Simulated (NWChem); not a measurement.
System: CH$_{4}$Se$_{2}$; SMILES C[Se][SeH]

Excerpt of the output:

```
             Northwest Computational Chemistry Package (NWChem) 7.3.0
             --------------------------------------------------------

 C1  symmetry detected

                             Geometry "geometry" -> ""
                             -------------------------

 Output coordinates in angstroms (scale by  1.889725989 to convert to a.u.)

  No.       Tag          Charge          X              Y              Z
 ---- ---------------- ---------- -------------- -------------- --------------
    1 Se                  34.0000    -0.43706176    -0.91396590     0.00850075
    2 C                    6.0000     1.38513214    -1.66065430     0.01012526
    3 H                    1.0000     1.28507429    -2.73708124     0.10949094
    4 H                    1.0000     1.93784381    -1.25589964     0.85319199
    5 H                    1.0000     1.88000062    -1.41468780    -0.92544459
    6 Se                  34.0000     0.04001113     1.32098742     0.03016864
    7 H                    1.0000     0.08600998     1.53286267    -1.41274926

 Effective nuclear repulsion energy (a.u.)     421.2054566822

                                Z-matrix (autoz)
                                --------

 Units are Angstrom for bonds and degrees for angles

      Type          Name      I     J     K     L     M      Value
      ----------- --------  ----- ----- ----- ----- ----- ----------
    1 Stretch                  1     2                       1.96925
    2 Stretch                  1     6                       2.28541
    3 Stretch                  2     3                       1.08562
    4 Stretch                  2     4                       1.08631
    5 Stretch                  2     5                       1.08659
    6 Stretch                  6     7                       1.45912
    7 Bend                     1     2     3               106.90310
    8 Bend                     1     2     4               109.27867
    9 Bend                     1     2     5               109.56522
   10 Bend                     1     6     7                98.00198
   11 Bend                     2     1     6               100.23213
   12 Bend                     3     2     4               110.20000
   13 Bend                     3     2     5               110.19581
   14 Bend                     4     2     5               110.61891
   15 Torsion                  2     1     6     7          90.11615
   16 Torsion                  3     2     1     6         173.96450
   17 Torsion                  4     2     1     6          54.71459
   18 Torsion                  5     2     1     6         -66.63394

  pbe96 is a nonlocal functional; adding pw91lda local functional.

                           NWChem Geometry Optimization
                           ----------------------------

 maximum gradient threshold         (gmax) =   0.000450
 rms gradient threshold             (grms) =   0.000300
 maximum cartesian step threshold   (xmax) =   0.001800
 rms cartesian step threshold       (xrms) =   0.001200
 fixed trust radius                (trust) =   0.300000
 source of zmatrix                         =   autoz

          -------------------
          Energy Minimization
          -------------------

 Using diagonal initial Hessian
 Scaling for Hessian diagonals: bonds = 1.00  angles = 0.25  torsions = 0.10

          --------
          Step   0

                                 NWChem DFT Module
                                 -----------------

 Summary of "ao basis" -> "ao basis" (spherical)
 ------------------------------------------------------------------------------
       Tag                 Description            Shells   Functions and Types
 ---------------- ------------------------------  ------  ---------------------
 Se                         def2-svp                12       32   5s4p3d
 C                          def2-svp                 6       14   3s2p1d
 H                          def2-svp                 3        5   2s1p

            General Information
            -------------------
          SCF calculation type: DFT
          Wavefunction type:  closed shell.
          No. of atoms     :     7
          No. of electrons :    78
           Alpha electrons :    39
            Beta electrons :    39
          Charge           :     0
          Spin multiplicity:     1
          Use of symmetry is: off; symmetry adaption is: off
          Maximum number of iterations: 150
          AO basis - number of functions:    98
                     number of shells:    42
          Convergence on energy requested:  1.00D-06
          Convergence on density requested:  1.00D-05
          Convergence on gradient requested:  5.00D-04

              XC Information
              --------------
          PerdewBurkeErnzerhof Exchange Functional  1.000
            Perdew 1991 LDA Correlation Functional  1.000 local
           PerdewBurkeErnz. Correlation Functional  1.000 non-local

             Grid Information
             ----------------
          Grid used for XC integration:  medium
          Radial quadrature: Mura-Knowles
          Angular quadrature: Lebedev.
          Tag              B.-S. Rad. Rad. Pts. Rad. Cut. Ang. Pts.
          ---              ---------- --------- --------- ---------
          Se                  1.15      112          11.0       590
          C                   0.70       49          10.0       434
          H                   0.35       45          12.0       434
          Grid pruning is: on
          Number of quadrature shells:   453
          Spatial weights used:  Erf1

           DFT-D3BJ Model
          s6 scale factor  :        1.000000000000
          s8 scale factor  :        0.787500000000
          a1 parameter     :        0.428900000000
          a2 parameter     :        4.440700000000
              vdW contrib  :       -0.005794066532

      Superposition of Atomic Density Guess
      -------------------------------------

 Sum of atomic energies:       -4838.64549704

      Non-variational initial energy
      ------------------------------

 Total energy =   -4839.725270
 1-e energy   =   -7579.356682
 2-e energy   =    2318.425956
 HOMO         =      -0.247107
 LUMO         =      -0.002057

   convergence    iter        energy       DeltaE   RMS-Dens  Diis-err
 ---------------- ----- ----------------- --------- --------- ---------
 d= 0,ls=0.0,diis     1  -4842.1960563985 -5.26D+03  8.63D-03  4.61D-01
 d= 0,ls=0.0,diis     2  -4842.2193047778 -2.32D-02  4.29D-03  1.55D-01
 d= 0,ls=0.0,diis     3  -4842.2319902685 -1.27D-02  2.06D-03  3.36D-02
 d= 0,ls=0.0,diis     4  -4842.2358285883 -3.84D-03  8.27D-04  7.28D-03
 d= 0,ls=0.0,diis     5  -4842.2368510683 -1.02D-03  2.03D-04  3.89D-04
  Resetting Diis
 d= 0,ls=0.0,diis     6  -4842.2369124940 -6.14D-05  4.33D-05  6.86D-06
 d= 0,ls=0.0,diis     7  -4842.2369131626 -6.69D-07  4.90D-05  2.13D-06
 d= 0,ls=0.0,diis     8  -4842.2369120903  1.07D-06  3.28D-05  9.07D-06
 d= 0,ls=0.0,diis     9  -4842.2369134971 -1.41D-06  1.06D-06  1.01D-08
 d= 0,ls=0.0,diis    10  -4842.2369134985 -1.45D-09  3.61D-07  1.07D-09

         Total DFT energy =    -4842.236913498517
      One electron energy =    -7580.251967094001
           Coulomb energy =     2497.259532784040
    Exchange-Corr. energy =     -180.444141804216
 Nuclear repulsion energy =      421.205456682192

    Dispersion correction =       -0.005794066532

 Numeric. integr. density =       78.000002259335

                       DFT Final Molecular Orbital Analysis
                       ------------------------------------

 Vector   37  Occ=2.000000D+00  E=-2.867052D-01
              MO Center= -1.3D-01, -1.0D-01,  5.3D-02, r^2= 3.8D+00
   Bfn.  Coefficient  Atom+Function         Bfn.  Coefficient  Atom+Function
  ----- ------------  ---------------      ----- ------------  ---------------
    74      0.314559  6 Se py                77      0.291757  6 Se py
    12     -0.271080  1 Se px                15     -0.253663  1 Se px
    13     -0.228544  1 Se py                 4      0.204019  1 Se s
    16     -0.201135  1 Se py                71     -0.197901  6 Se py
     5      0.176856  1 Se s                  9      0.172256  1 Se px

 Vector   38  Occ=2.000000D+00  E=-2.105113D-01
              MO Center=  8.5D-02,  9.7D-01,  3.2D-03, r^2= 2.7D+00
   Bfn.  Coefficient  Atom+Function         Bfn.  Coefficient  Atom+Function
  ----- ------------  ---------------      ----- ------------  ---------------
    76      0.586838  6 Se px                73      0.485001  6 Se px
    70     -0.308254  6 Se px                35     -0.183520  2 C  s
    36      0.140040  2 C  px                 5      0.129566  1 Se s
    12     -0.109483  1 Se px                39      0.107468  2 C  px
    67      0.100118  6 Se px                77     -0.097004  6 Se py

 Vector   39  Occ=2.000000D+00  E=-1.972554D-01
              MO Center= -2.8D-01, -7.3D-01, -3.5D-02, r^2= 2.5D+00
   Bfn.  Coefficient  Atom+Function         Bfn.  Coefficient  Atom+Function
  ----- ------------  ---------------      ----- ------------  ---------------
    17      0.609321  1 Se pz                14      0.497082  1 Se pz
    11     -0.315275  1 Se pz                94      0.150837  7 H  s
    95      0.136962  7 H  s                 66     -0.129335  6 Se s
    57      0.111668  5 H  s                 52     -0.104558  4 H  s
     8      0.102365  1 Se pz                38     -0.097116  2 C  pz

[...]

      ----------------------
      Optimization converged
      ----------------------

  Step       Energy      Delta E   Gmax     Grms     Xrms     Xmax
  ---- ---------------- -------- -------- -------- -------- --------
@    5   -4842.23913966 -3.8D-07  0.00005  0.00002  0.00081  0.00148
                                     ok       ok       ok       ok

                                Z-matrix (autoz)
                                --------

 Units are Angstrom for bonds and degrees for angles

      Type          Name      I     J     K     L     M      Value     Gradient
      ----------- --------  ----- ----- ----- ----- ----- ---------- ----------
    1 Stretch                  1     2                       1.96993   -0.00005
    2 Stretch                  1     6                       2.34690    0.00001
    3 Stretch                  2     3                       1.10878   -0.00002
    4 Stretch                  2     4                       1.10507   -0.00002
    5 Stretch                  2     5                       1.10541   -0.00002
    6 Stretch                  6     7                       1.49398    0.00000
    7 Bend                     1     2     3               105.83376   -0.00003
    8 Bend                     1     2     4               110.21607   -0.00001
    9 Bend                     1     2     5               110.59755   -0.00001
   10 Bend                     1     6     7                97.34642    0.00001
   11 Bend                     2     1     6               100.49697    0.00001
   12 Bend                     3     2     4               109.65494    0.00001
   13 Bend                     3     2     5               109.68206    0.00002
   14 Bend                     4     2     5               110.73820    0.00002
   15 Torsion                  2     1     6     7          87.76559    0.00000
   16 Torsion                  3     2     1     6         174.34032   -0.00003
   17 Torsion                  4     2     1     6          55.85003   -0.00002
   18 Torsion                  5     2     1     6         -66.93650   -0.00003

                         Geometry "geometry" -> "geometry"
                         ---------------------------------

 Output coordinates in angstroms (scale by  1.889725989 to convert to a.u.)

  No.       Tag          Charge          X              Y              Z
 ---- ---------------- ---------- -------------- -------------- --------------
    1 Se                  34.0000    -0.44443824    -0.93682580     0.02442114
    2 C                    6.0000     1.38712918    -1.66194182     0.01091048
    3 H                    1.0000     1.27808107    -2.76107139     0.10793598
    4 H                    1.0000     1.96013624    -1.26801600     0.86978444
    5 H                    1.0000     1.89386844    -1.42071375    -0.94143186
    6 Se                  34.0000     0.00753478     1.36608056     0.04060083
    7 H                    1.0000     0.09469874     1.55404942    -1.43893729

 Effective nuclear repulsion energy (a.u.)     412.5529207402

                Final and change from initial internal coordinates
                --------------------------------------------------

                                Z-matrix (autoz)
                                --------

 Units are Angstrom for bonds and degrees for angles

[...]

 Rotational Constants
 --------------------
 A=   0.332191 cm-1  (  0.477938 K)
 B=   0.063200 cm-1  (  0.090928 K)
 C=   0.054415 cm-1  (  0.078289 K)

 Temperature                      =   298.15K
 frequency scaling parameter      =   1.0000

 Zero-Point correction to Energy  =   27.647 kcal/mol  (  0.044058 au)
 Thermal correction to Energy     =   31.077 kcal/mol  (  0.049525 au)
 Thermal correction to Enthalpy   =   31.669 kcal/mol  (  0.050468 au)

 Total Entropy                    =   77.818 cal/mol-K
   - Translational                =   41.348 cal/mol-K (mol. weight = 173.8679)
   - Rotational                   =   26.737 cal/mol-K (symmetry #  =        1)
   - Vibrational                  =    9.733 cal/mol-K

 Cv (constant volume heat capacity) =   16.616 cal/mol-K
   - Translational                  =    2.979 cal/mol-K
   - Rotational                     =    2.979 cal/mol-K
   - Vibrational                    =   10.657 cal/mol-K

[normal modes left out]

 ----------------------------------------------------------------------------
 Normal Eigenvalue ||           Projected Infra Red Intensities
  Mode   [cm**-1]  || [atomic units] [(debye/angs)**2] [(KM/mol)] [arbitrary]
 ------ ---------- || -------------- ----------------- ---------- -----------
    1       -0.000 ||    0.001337           0.031         1.303       2.656
    2       -0.000 ||    0.000278           0.006         0.271       0.552
    3        0.000 ||    0.000041           0.001         0.040       0.081
    4        0.000 ||    0.000131           0.003         0.127       0.259
    5        0.000 ||    0.000003           0.000         0.003       0.006
    6        0.000 ||    0.000127           0.003         0.123       0.252
    7      129.804 ||    0.000154           0.004         0.151       0.307
    8      165.955 ||    0.000256           0.006         0.249       0.508
    9      273.120 ||    0.005431           0.125         5.294      10.788
   10      280.396 ||    0.000849           0.020         0.828       1.687
   11      567.445 ||    0.003804           0.088         3.708       7.555
   12      704.943 ||    0.009129           0.211         8.899      18.132
   13      864.417 ||    0.011189           0.258        10.907      22.225
   14      873.801 ||    0.005504           0.127         5.365      10.932
   15     1232.926 ||    0.005046           0.116         4.919      10.023
   16     1373.628 ||    0.009585           0.221         9.344      19.040
   17     1393.476 ||    0.010168           0.235         9.912      20.198
   18     2290.580 ||    0.029552           0.682        28.809      58.701
   19     2982.696 ||    0.009999           0.231         9.747      19.861
   20     3096.644 ||    0.001743           0.040         1.699       3.462
   21     3118.457 ||    0.001398           0.032         1.363       2.776
 ----------------------------------------------------------------------------
```

Level: PBE-D3(BJ)/def2-SVP. This build's default masses of Se (78.918 u) and Br (79.917 u) are each other's, which moves their modes by up to 0.6 %.

Task: Reconstruct the input file.

Result: One answer among several that fit: the input that was run:
```
start job
memory heap 200 mb stack 900 mb global 1100 mb
geometry units angstroms
  Se     0.404627     0.709847     0.635151
  C      2.172684     0.479553    -0.200837
  H      2.828626     1.225363     0.237441
  H      2.086452     0.638825    -1.271946
  H      2.546984    -0.518795     0.008653
  Se    -0.822441    -0.775069    -0.594651
  H     -0.621298    -1.950379     0.246305
end
basis spherical
  * library def2-svp
end
dft
  xc xpbe96 cpbe96
  disp vdw 4
  iterations 150
end
driver
  maxiter 120
end
task dft optimize
task dft freq
```
